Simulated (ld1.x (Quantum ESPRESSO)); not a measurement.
# sulfur, TM: configuration errors across variants

```
Element                 : S
Generator               : ld1.x (Quantum ESPRESSO) 7.5
Type                    : norm-conserving Troullier–Martins (Kleinman–Bylander form)
Functional              : Wu–Cohen
Relativity              : scalar-relativistic
Frozen core             : [Ne]
Valence charge          : 6
Reference configuration : 3s2 3p3.5 (charge +0.5)
Partial waves           : 3s (bound): rc 1.10 bohr; 3p (bound): rc 1.70 bohr; 3d channel at 0.5 Ry: rc 1.85 bohr
Local potential         : all-electron potential smoothed inside 1.70 bohr (lloc = -1)
Core correction         : Bessel-smoothed model core inside 0.70 bohr
```

All-electron excitation energies from the reference (eV): (1) 3s2 3p4 -4.647; (2) 3s2 3p3 7.098; (3) 3s2 3p2 29.370; (4) 3s2 3p1 63.419; (5) 3s0 3p6 16.050; (6) 3s1 3p5 5.642; (7) 3s2 3p0 110.256.

2 further variants failed, have other tests or another functional or relativity, and are left out.

Errors AE − PS in meV (a dash: test not solved or not reliable):

```csv
change,(1),(2),(3),(4),(5),(6),(7),bound ghosts
base,+1.2,+1.0,+20,+85,-12,-2.6,+230,none
local potential the d channel,+1.0,+0.7,+18,+86,-11,-2.6,+257,none
wave 3d channel at 0.5 Ry: rc 1.85 bohr becomes 3d channel at 0.5 Ry: rc 1.22 bohr,+1.2,+1.0,+20,+85,-12,-2.6,+230,none
wave 3p (bound): rc 1.70 bohr becomes 3p (bound): rc 1.92 bohr,+1.3,+1.0,+19,+78,-6.7,-1.5,+204,none
core correction Bessel-smoothed model core inside 0.94 bohr,+1.2,+1.0,+20,+84,-11,-2.4,+229,none
wave 3s (bound): rc 1.10 bohr becomes 3s (bound): rc 1.64 bohr,+1.3,+1.1,+21,+88,-15,-3.4,+239,none
```

(1) Give the same row for: local potential all-electron potential smoothed inside 2.04 bohr (lloc = -1).

## Answers

(1) +0.8, +0.4, +13, +62, -12, -2.6, +180; bound ghosts: none.
